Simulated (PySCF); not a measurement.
IIn, charge +1, doublet, at a GFN2-xTB geometry (such geometries of metal compounds can be far from the true shape) (a state made from the parent by changing its charge; the spin is typed, not shown lowest) (all electrons, no relativity). Base run: PySCF with HF/STO-3G.

Geometry (Å):
```xyz
2

In     0.0000     0.0000    -1.6932
I      0.0000     0.0000     1.5654
```
Charge +1, spin multiplicity 2.
Orbitals are unrestricted.
All else is at PySCF's defaults.

Each row names what was changed in the base input (with any setting that the change needs).

```
change                                        E (Eh)  HOMO (eV)  <S^2>  core-seconds (rough)        outcome
--------------------------------------  ------------  ---------  -----  --------------------  -------------
base                                    -12533.41834     -11.94  0.847                     1      converged
functional = wb97x                      -12537.80138     -12.03  0.783                     9      converged
functional = b97-1                      -12537.00082      -9.68  0.751                     3      converged
functional = camb3lyp                   -12537.86050     -10.98  0.773                     9      converged
functional = revpbe                                -          -      -                     -  not converged
functional = mn15                       -12529.92192     -10.16  0.761                     7      converged
functional = bhandhlyp                  -12537.86253     -10.61  0.775                     4      converged
functional = pbe0                       -12536.91683      -9.94  0.751                     3      converged
functional = blyp; dispersion = d3zero             -          -      -                     -  not converged
functional = b97m_v                                -          -      -                     -  not converged
functional = wb97m_v                    -12537.70140     -11.81  0.763                    30      converged
functional = lc_wpbe                    -12536.21986     -12.43  0.804                     7      converged
functional = m062x                      -12537.90175     -10.90  0.751                    10      converged
```

Totals shift with the method and basis; they matter in differences.

Open shells are given as the SCF converged; they aren't shown to be the lowest states, and a large step between rows can be another state.
